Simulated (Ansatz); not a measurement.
## Which is lower?

Two relaxed structures of LiAlHOF, closed shell (PBE0-D4/def2-TZVP; forces vanish, vibrations not checked).

A:

```
5
angstrom
Li -0.3053 -0.5489 2.4334
Al -0.5081 -0.3418 -0.8287
O -0.4391 -0.4946 0.8148
F 0.2580 0.8953 -1.6349
H -1.2840 -1.3198 -1.7977
```

B:

Li1  (-1.569, -0.440, 0.111)
Al2  (0.777, 0.189, 0.026)
O3  (-0.204, -0.468, 1.174)
F4  (-0.307, 0.383, -1.305)
H5  (2.261, 0.650, -0.204)
(Å)

Ansatz 0.2.0; basis: def2-TZVPP; cores frozen in the correlated methods. The outer core shell of Li, Na, Mg and K is correlated. B3LYP uses VWN-RPA correlation.

Problem. Which structure is lower at CCSD(T), and by how much? (Judge from chemistry; the value comes from the calculation.)

Solution. The calculation gives: A, by 16.8 kJ/mol (electronic energy, against the other). By their contacts, A is LiAlHOF ([Li][O][AlH][F]) and B is LiAlHOF ([O]1[Li]2[F][AlH]12).

All methods give the same order:

| method | E(B) − E(A) (kJ/mol) |
| --- | --- |
| PBE-D4 | 9.8 |
| r2SCAN-D4 | 12.7 |
| PBE0-D4 | 14.1 |
| B3LYP-D4 | 17.0 |
| wB97M-V | 14.8 |
| HF | 29.4 |
| MP2 | 17.3 |
| CCSD | 19.2 |
| CCSD(T) | 16.8 |

T1 diagnostic: at most 0.016.

Labels in which every atom is bracketed show which atoms are joined, not bond orders.

For scale, one of the runs: CCSD(T)/def2-TZVPP, 137 basis functions, launched by `ansatz run in.yaml --threads 2 --pin off --events-out ev --progress --plain --max-ram 4352MiB`. Time: 16 s of wall clock on 2 CPU threads of an Arm Neoverse V1; the host was shared. Peak host memory: 0.77 GiB.
